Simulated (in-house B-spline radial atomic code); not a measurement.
# Ionising the potassium ion K⁶⁺ with different functionals

Computed with a radial B-spline atomic code at the basis-set limit: non-relativistic Hamiltonian, point nucleus, spin-polarised at highest spin, spherical fractional occupations for the functionals, the average over the highest-spin determinants for Hartree-Fock. The ionisation energy is the difference of two self-consistent energies, [Ne] 3s2 3p1 → [Ne] 3s2, without Breit or QED terms; ε is the level of the shell that loses the electron (its least bound occupied spin orbital).

Hybrids are left out here: with spherical fractional occupations of an open shell their exact exchange keeps a self-interaction that integer-occupation calculations don't have.

```tsv
method	rung	ΔSCF (eV)	-ε(3p) (eV)
Hartree-Fock	Hartree-Fock	116.65	116.92
LDA VWN5	LDA	117.78	108.61
LDA PW92	LDA	117.77	108.60
LDA exchange-only	LDA	116.20	107.13
PBE	GGA	117.58	108.54
PBEsol	GGA	117.53	108.47
BLYP	GGA	117.64	108.50
RPBE	GGA	117.50	108.51
PW91	GGA	117.74	108.67
BP86	GGA	117.72	108.63
AM05	GGA	117.51	108.45
OLYP	GGA	117.64	108.76
TPSS	meta-GGA	117.53	108.60
SCAN	meta-GGA	117.33	108.61
r2SCAN	meta-GGA	117.28	108.55
M06-L	meta-GGA	116.92	108.28
revTPSS	meta-GGA	117.40	108.50
```

(1) How do they compare with the NIST value?

## Answers

(1) NIST lists 117.6 eV ± 0.11 (measured, ground level to ground level). Errors run from -1.36 to +0.22 eV; PBE is closest (+0.02 eV), though others lie within the uncertainty of it, and part of that can be cancellation, since the calculations leave out relativity, Breit-QED terms, multiplet and fine-structure energies. Hartree-Fock also lacks correlation.
